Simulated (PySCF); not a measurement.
# Exact mass, isotope pattern and composition

Species: `C=[CH][AlH][NH]C`.

Calculated for natural abundance.

Problem. What are the average molar mass and the monoisotopic mass?

Solution. For C3H8AlN, with standard atomic weights, 3 × 12.011 + 1 × 26.982 + 1 × 14.007 + 8 × 1.008 = 85.086 g/mol. From the most abundant isotopes (12C, 27Al, 14N, 1H), 3 × 12.000000 + 1 × 26.981539 + 1 × 14.003074 + 8 × 1.007825 = 85.0472 u.

Problem. Give the isotope pattern of the molecular ion M+•, merging species of the same nominal mass.

Solution. 
```csv
nominal mass,m/z (centroid),relative intensity
85,85.0467,100.0
86,86.0495,3.7
```

Cut off at 0.1 %. One electron mass, 0.00055 u, is taken off. Abundances used (%; other tables differ somewhat): 12C 98.93, 13C 1.07; 14N 99.632, 15N 0.368; 1H 99.9885, 2H 0.0115.

Problem. What resolving power m/Δm just matches the spacing of the species with one 15N and with one 13C?

Solution. They lie 0.00632 u apart at mass 86.04, so m/Δm is about 14000.

Problem. Resolve the fine structure: one atom at a time replaced by a minor isotope.

Solution. Intensity in % of the monoisotopic species:

```tsv
isotope	mass shift (u)	m/z	intensity (%)
15N	+0.99703	86.0437	0.37
13C	+1.00335	86.0500	3.24
2H	+1.00628	86.0529	0.09
```

Species under 0.02 % are left out.

Problem. Which m/z would the protonated, sodiated and deprotonated molecule have?

Solution. [M+H]+ 86.0545, [M+Na]+ 108.0364, [M−H]− 84.0399, for the monoisotopic species (arithmetic only; whether such ions form is another matter).

Problem. Protons, neutrons, electrons, and exact less nominal mass of the monoisotopic species?

Solution. 46 protons, 39 neutrons and 46 electrons; 85.0472 − 85 = +0.0472 u.
